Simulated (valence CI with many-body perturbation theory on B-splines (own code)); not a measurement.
**Tb XLV: calculated level list**

Computed by relativistic CI+MBPT: three valence electrons over a frozen Dirac-Fock core [Ar], radial functions for each j: 9 s, 9 p, 10 d, 8 f, 5 g, 3 h, 1 i, with the one-electron correlation potential Σ1, the two-electron term Σ2, the three-electron term Σ3, Breit, model QED; selected CI, second order for the rest (own B-spline code, finite nucleus).

No measured spectrum was set against this ion. As an estimate, large intervals hold to a few tenths of a per cent, small ones and those within an open d or f shell to about a per cent. Only levels of the ground parity were solved; by the run's estimate the other parity begins above the list, which can be wrong where configurations are misplaced.

Levels 1 to 19 of 19, with energies above the lowest level, (3d3/2^3) J=3/2. "Leading %" is the weight of the configuration and term that name the level; weights of strongly mixed levels are sums over their largest components and can fall short. In the jj column 3d3/2^4 stands for four electrons in 3d with j = 3/2. Lifetimes count E1, E2, E3, M1 and M2 decay at the calculated energies, and are blank where another channel may lead or the interval is too uncertain; long ones can be off by a factor of two.

```csv
No.,Configuration,Term,J,E (eV),Leading %,g,Lifetime,Leading jj
1,3d3,4F,3/2,0.00,50,0.682,,3d3/2^3 (97 %)
2,3d3,4F,5/2,32.78,85,1.048,2.11 μs,3d3/2^2 3d5/2 (98 %)
3,3d3,4P,3/2,38.54,39,1.196,2.49 μs,3d3/2^2 3d5/2 (98 %)
4,3d3,2G,7/2,40.97,46,1.054,227 μs,3d3/2^2 3d5/2 (94 %)
5,3d3,2G,9/2,41.64,43,1.051,804 ms,3d3/2^2 3d5/2 (98 %)
6,3d3,4P,1/2,42.87,59,1.847,6.67 μs,3d3/2^2 3d5/2 (100 %)
7,3d3,4P,5/2,60.84,46,1.306,11.6 μs,3d3/2^2 3d5/2 (88 %)
8,3d3,4F,7/2,73.41,59,1.094,1.08 μs,3d3/2 3d5/2^2 (97 %)
9,3d3,4F,9/2,76.90,52,1.133,1.86 μs,3d3/2 3d5/2^2 (96 %)
10,3d3,4P,3/2,81.27,41,1.124,841 ns,3d3/2 3d5/2^2 (99 %)
11,3d3,2P,1/2,83.67,59,1.473,1.36 μs,3d3/2 3d5/2^2 (100 %)
12,3d3,2H,11/2,85.28,100,1.082,4.42 μs,3d3/2 3d5/2^2 (100 %)
13,3d3,2D,5/2,86.23,51,1.229,1.78 μs,3d3/2 3d5/2^2 (88 %)
14,3d3,2F,5/2,91.88,43,1.107,2.61 μs,3d3/2 3d5/2^2 (96 %)
15,3d3,2F,7/2,93.40,83,1.096,3.24 μs,3d3/2 3d5/2^2 (97 %)
16,3d3,2D,3/2,108.25,66,0.963,1.41 μs,3d3/2 3d5/2^2 (86 %)
17,3d3,2G,9/2,117.09,52,1.145,873 ns,3d5/2^3 (97 %)
18,3d3,2D,3/2,129.92,57,1.057,832 ns,3d5/2^3 (86 %)
19,3d3,2D,5/2,138.15,62,1.154,612 ns,3d5/2^3 (94 %)
```

The ionisation energy to 3d2 3F_2 of the next ion comes out as 3573.6 eV (NIST: 3573 ± 4 eV (theoretical)). All 19 levels together are meant to be complete up to 143.68 eV.
